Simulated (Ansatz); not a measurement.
Consider the cleavage of the B–Si bond: `B[SiH](N)F` + CH₃SH → `BSC` + `N[SiH2]F`.

Isolated molecules relaxed with PBE0-D4/def2-TZVP in Ansatz; ΔE leaves out vibrations. CCSD(T)/CBS is the MP2 limit (def2-TZVPP, def2-QZVPP) plus CCSD(T) − MP2 in def2-TZVPP, frozen cores. This one scheme is used for every species. DFT in def2-TZVPP. Each species was taken in one conformer, which may not be the lowest.

Question: Is it downhill or uphill in electronic energy at CCSD(T)/CBS, and by how much? (Best estimate.)

Answer: The calculation gave: Downhill: ΔE = -1.42 eV.

Question: What do these levels give: CAM-B3LYP-D4, BLYP, PBE0, r2SCAN0, BHLYP, CCSD(T)/def2-TZVPP? (Estimate.)

Answer: Ansatz gave: CAM-B3LYP-D4 -1.41, BLYP -1.42, PBE0 -1.42, r2SCAN0 -1.46, BHLYP -1.40, CCSD(T)/def2-TZVPP -1.43 eV.

Largest T1 diagnostic among the species: 0.014.

Leaving LDA and LC-ωPBE aside and taking each functional with its dispersion term where it has one, the values, not all of them listed here, spread over 0.10 eV, from r2SCAN-D4 to ωB97X-V. LDA lies −0.10 eV from PBE without D4. In def2-TZVPP, CCSD(T) changes the Hartree–Fock value by −0.12 eV (the triples alone add −0.04 eV) and MP2 by −0.21 eV.
